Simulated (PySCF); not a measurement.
CH$_{5}$FSSi (SMILES CS[SiH2]F), singlet, geometry from GFN2-xTB. Base run: CCSD(T)/def2-SVP run with PySCF.

PySCF was given this input:
```python
from pyscf import gto, scf, cc

mol = gto.M(
    atom='''
Si    1.149020   -0.095356   -0.121109
F     0.851711    0.653034   -1.515178
S    -0.610440    0.042177    1.078717
C    -1.869871   -0.457805   -0.143819
H     1.410031   -1.463773   -0.524560
H     2.184104    0.642519    0.558963
H    -2.834525   -0.332994    0.335869
H    -1.802274    0.181822   -1.017699
H    -1.722744   -1.497905   -0.417009
''',
    basis='def2-svp',
    charge=0,
    spin=0,
    verbose=4,
    max_memory=1800,
)

mf = scf.RHF(mol)
mf.kernel()

mycc = cc.CCSD(mf, frozen=12)
mycc.kernel()
et = mycc.ccsd_t()
print('E(CCSD(T)) = %.10f' % (mycc.e_tot + et))
```

The base run was repeated with changes; each row names its change, and settings that it needs were set with it.

| change | ΔE vs base (mEh) | MP2 correlation (Eh) | CC correlation without the perturbative part (Eh) | basis functions | core-seconds (rough) |
|---|---|---|---|---|---|
| base | 0.000 | -0.55721 | -0.60364 | 89 | 20 |
| method = mp2 | [?] | -0.55721 | - | 89 | 2 |
| method = ccsd | 14.046 | -0.55721 | -0.60364 | 89 | 10 |
| method = cisd | 99.622 | - | - | 89 | 8 |

Some entries are withheld; supply them.


- method = mp2, ΔE vs base (mEh): 60.471
